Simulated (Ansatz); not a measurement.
`C#[C][Zr]([F])([C]#C)[C]#C` at its PBE0-D4/def2-TZVP geometry, where that method's forces vanish. Total charge 0; spin multiplicity 1. Zr: def2 effective core potential.

```xyz
11

C    -0.8819   -0.8510   -2.9679
C    -0.6915   -0.7548   -1.7708
Zr   -0.3386   -0.5633    0.3628
F    -1.1890   -1.9768    1.2707
C     1.7965   -0.6330    0.7502
C     2.9940   -0.6628    0.9592
C    -1.1386    1.3312    1.0590
C    -1.5804    2.3979    1.4402
H    -1.0483   -0.9344   -4.0190
H     4.0454   -0.6880    1.1419
H    -1.9675    3.3351    1.7739
```

(1) What forces (eV/Å) does ωB97M-V/def2-TZVPP give on these atoms in Ansatz 0.2.0? (An estimate is asked.)

Answers

(1) Computed: 
```
C1   0.043  0.022  0.267
C2  -0.083 -0.050 -0.471
Zr3 -0.056 -0.093  0.059
F4   0.016  0.027 -0.017
C5   0.472 -0.024  0.092
C6  -0.267  0.008 -0.048
C7  -0.184  0.415  0.160
C8   0.100 -0.237 -0.086
H9   0.014  0.008  0.088
H10 -0.088  0.003 -0.016
H11  0.033 -0.078 -0.029
```
